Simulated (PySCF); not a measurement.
Steps of a relaxation of Tl2Br2

Tl2Br2 (singlet). PySCF 2.14.0, RKS PBE, Tl def2-SVP with ECP60, Br def2-SVP; non-relativistic Hamiltonian with scalar-relativistic core potentials where named; density fitting; no spin-orbit coupling. Origin of the start: template. Columns: position (Å) and force (eV/Å). Energies are counted from the last step; some of the 6 steps are shown. Forces carry noise of the integration grid, about 0.01 to 0.03 eV/Å.

Run from Python with OMP_NUM_THREADS=2. Where DIIS fails, smearing, a level shift and second-order steps follow.
It took 32 s on 2 threads of AMD EPYC 7B13 (Zen 3), with other jobs on the host, from the converged density of the start.

```xyz
4
step 0  E = 0.224 eV
Tl    0.0000    0.0000    2.3560     0.00    0.00   -0.88
Tl    0.0000    0.0000   -2.3560     0.00    0.00    0.88
Br    2.0148    0.0000    0.0000    -0.36    0.00    0.00
Br   -2.0148    0.0000    0.0000     0.36    0.00    0.00
```

```xyz
4
step 2  E = 0.002 eV
Tl    0.0000    0.0000    2.1086     0.00    0.00    0.05
Tl    0.0000    0.0000   -2.1086     0.00    0.00   -0.05
Br    2.0448    0.0000    0.0000     0.07    0.00    0.00
Br   -2.0448    0.0000    0.0000    -0.07    0.00    0.00
```

```xyz
4
step 3  E = 0.001 eV
Tl    0.0000    0.0000    2.1170     0.00    0.00    0.00
Tl    0.0000    0.0000   -2.1170     0.00    0.00    0.00
Br    2.0508    0.0000    0.0000     0.03    0.00    0.00
Br   -2.0508    0.0000    0.0000    -0.03    0.00    0.00
```

Task: Where does the relaxation end?

Result: It converges at step 5 in D2h:
```xyz
4
step 5  E = 0
Tl    0.0000    0.0000    2.1108
Tl    0.0000    0.0000   -2.1108
Br    2.0629    0.0000    0.0000
Br   -2.0629    0.0000    0.0000
```

Task: How did the contacts change?

Result: 
```csv
contact,start (Å),end (Å)
Tl1–Br3 (Br),3.100,2.951
Tl1–Br4 (Br),3.100,2.951
```
